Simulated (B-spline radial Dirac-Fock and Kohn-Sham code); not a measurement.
## The M5 (3d5/2) hole of praseodymium ions: width and yield against charge

Level of theory: one-electron (LDA, Dirac) transition rates at Dirac-Fock energies; an atomic code on a B-spline grid. Tabulated ground configurations, configuration averages; single configurations, so decays that open only by mixing (as 1s 2s² with 1s 2p² in Be-like ions) are missing and such tiny yields are far too low.

```
 ion          configuration  radiative (eV)  non-radiative (eV)     yield
  Pr           [Xe] 4f3 6s2         0.00181               0.806   0.00224
 Pr⁺           [Xe] 4f3 6s1         0.00181               0.806   0.00224
Pr²⁺               [Xe] 4f3         0.00182               0.806   0.00225
Pr³⁺               [Xe] 4f2         0.00148               0.809   0.00182
Pr⁴⁺               [Xe] 4f1         0.00103               0.812   0.00127
Pr⁵⁺      [Kr] 4d10 5s2 5p6        0.000488               0.815  0.000599
Pr⁶⁺  [Kr] 4d10 4f1 5s2 5p4         0.00104               0.810   0.00128
Pr⁷⁺  [Kr] 4d10 4f1 5s2 5p3         0.00105               0.809   0.00129
```

Values without a named source are computed, but for edge energies of neutral atoms, which are taken from tables.
